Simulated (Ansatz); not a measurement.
A structure relaxed at PBE0-D4/def2-TZVP, charge 0, multiplicity 1:

```json
{"atom": "I1", "x (Å)": "1.698", "y (Å)": "2.079", "z (Å)": "-0.903"}
{"atom": "Si2", "x (Å)": "0.711", "y (Å)": "0.217", "z (Å)": "0.268"}
{"atom": "C3", "x (Å)": "-0.825", "y (Å)": "-0.550", "z (Å)": "-0.270"}
{"atom": "O4", "x (Å)": "-0.813", "y (Å)": "0.402", "z (Å)": "0.871"}
{"atom": "H5", "x (Å)": "1.713", "y (Å)": "-0.426", "z (Å)": "1.138"}
{"atom": "H6", "x (Å)": "-1.370", "y (Å)": "-0.167", "z (Å)": "-1.130"}
{"atom": "H7", "x (Å)": "-1.115", "y (Å)": "-1.556", "z (Å)": "0.026"}
```

Question: Give its formula and SMILES.

Answer: CH3IOSi, `I[SiH]1CO1`.

Question: Summarise the bond lengths by kind.

Answer: 1 × I–Si 2.410 Å; 1 × C–Si 1.799 Å; 1 × O–Si 1.650 Å; 1 × H–Si 1.474 Å; 1 × C–O 1.486 Å; 2 × C–H 1.088 Å.

Results of the Gaussian-basis code of Ansatz.
